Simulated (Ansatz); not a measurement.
Reaction (redistribution): `N[SiH]([SiH3])CCl` + `CS[SiH](N)Cl` → `CS[SiH](N)[SiH3]` + `N[SiH](Cl)CCl`

Computed with Ansatz on PBE0-D4/def2-TZVP structures; ΔE is electronic, products minus reactants. CCSD(T)/CBS adds triple-zeta CCSD(T) − MP2 to the extrapolated MP2 energy (def2 sets, frozen cores). DFT in def2-TZVPP. B3LYP here is the variant with VWN-RPA as its local correlation; programs differ in this. Each species was taken in one conformer, which may not be the lowest.

| level | ΔE (kJ/mol) | difference from CCSD(T)/CBS |
| --- | --- | --- |
| PBE0-D4 | -9.2 | -1.2 |
| B3LYP-D4 | -9.3 | -1.3 |
| ωB97X-V | -7.9 | 0.1 |
| B2PLYP | -8.0 | 0.0 |
| PBE | -9.1 | -1.1 |
| r2SCAN | -9.0 | -1.0 |
| B3LYP | -8.1 | -0.1 |
| MP2/def2-TZVPP | -7.8 | 0.2 |
| CCSD/def2-TZVPP | -8.0 | 0.0 |
| HF/CBS(def2) | -6.5 | 1.5 |
| CCSD(T)/CBS | -8.0 | 0 |

Largest T1 diagnostic among the species: 0.012.
